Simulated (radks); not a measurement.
Results of a calculation; reference values are marked as such.
How relativity changes the ionisation of neutral iodine ([Kr] 4d10 5s2 5p5) to I+ ([Kr] 4d10 5s2 5p4). Spin-unpolarised spherical Kohn-Sham, PBE, point nucleus unless stated (finite: rms radius 4.75 fm), a radial shooting solver on a logarithmic mesh with Libxc functionals. A level marked "c x" has the speed of light scaled by that factor and shares open shells by 2j + 1; other Dirac levels either fill j = l - 1/2 first or share by 2j + 1.

level                               E(I) (hartree)  E(I+) (hartree)  IE (eV)   HOMO  <r> HOMO (bohr)
non-rel.                               -6920.02969      -6919.61923   11.169     5p            2.492
scalar-rel.                            -7116.39695      -7115.98788   11.131     5p            2.475
scalar-rel., finite nucleus            -7116.16350      -7115.75442   11.132     5p            2.475
Dirac, 2j+1 shares                     -7119.02494      -7118.61492   11.157  5p3/2            2.516
Dirac, low j first                     -7119.03717      -7118.64282   10.731  5p3/2            2.520
Dirac, 2j+1 shares, finite nucleus     -7118.79068      -7118.38065   11.158  5p3/2            2.516
Dirac, c x 1.5                         -7004.78142      -7004.37131   11.160  5p3/2            2.502
Dirac, c x 10                          -6921.87774      -6921.46728   11.169  5p3/2            2.493
Dirac, c x 100                         -6920.04816      -6919.63770   11.169  5p3/2            2.492

NIST Atomic Spectra Database: 10.451 eV (measured). The relativistic part of the total energy of I is -198.8 hartree (Dirac, 2j+1 shares, finite nucleus), 2.9 % of the non-relativistic value. Spin polarisation and multiplet splitting of open shells are left out at every level.

Beside tabulated values, note that relativity, absent from the non-relativistic runs, is large for the heavy elements, and spin-unpolarised runs miss the spin-polarisation part of the exchange energy of open shells.
